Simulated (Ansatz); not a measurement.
Born–Oppenheimer molecular dynamics of CH5ClSn (8 atoms, charge 0, multiplicity 1). It goes on from the last frame of an earlier run, with new velocities.

The calculation used RKS B3LYP/def2-SVP in Ansatz.

| Quantity | Value |
| --- | --- |
| ensemble | NVE (velocity Verlet) |
| time step | 0.5 fs |
| steps asked | 150 |
| starting velocities drawn for | 300 K |
| seed | 433838 |

First frame:

```xyz
8
Properties=species:S:1:pos:R:3
Sn 0.099 -0.044 0.023
H 0.197 -0.311 1.603
H 1.709 0.391 -0.534
Cl -1.283 1.786 -0.670
C -1.229 -1.622 -0.749
H -1.390 -0.832 -1.437
H -0.499 -2.392 -1.378
H -2.017 -1.844 0.027
```

**Question.** How far do the bonds stretch over the last three quarters of this one trajectory? (Pairs bonded in most of those frames.)

**Answer.** 
| bond | mean (Å) | spread (Å) | shortest | longest |
| --- | --- | --- | --- | --- |
| Sn1–H2 | 1.741 | 0.116 | 1.57 | 1.91 |
| Sn1–H3 | 1.730 | 0.040 | 1.67 | 1.80 |
| Sn1–Cl4 | 2.393 | 0.022 | 2.37 | 2.42 |
| Sn1–C5 | 2.183 | 0.031 | 2.12 | 2.22 |
| C5–H6 | 1.108 | 0.045 | 1.03 | 1.20 |
| C5–H7 | 1.130 | 0.094 | 0.98 | 1.26 |
| C5–H8 | 1.115 | 0.027 | 1.06 | 1.17 |

Mean temperature of the second half: 1007 K. The conserved energy stayed within 1 meV per atom of its start (net change -0.8 meV per atom), so the integration is sound. The kinetic energy rose, since the run started high on the potential surface and went downhill. A run of 0.075 ps of so small a system gives no equilibrium averages.

Run time: 7.8 min on 1 thread of Arm Neoverse V2, on a shared host, peak memory 0.17 GiB.
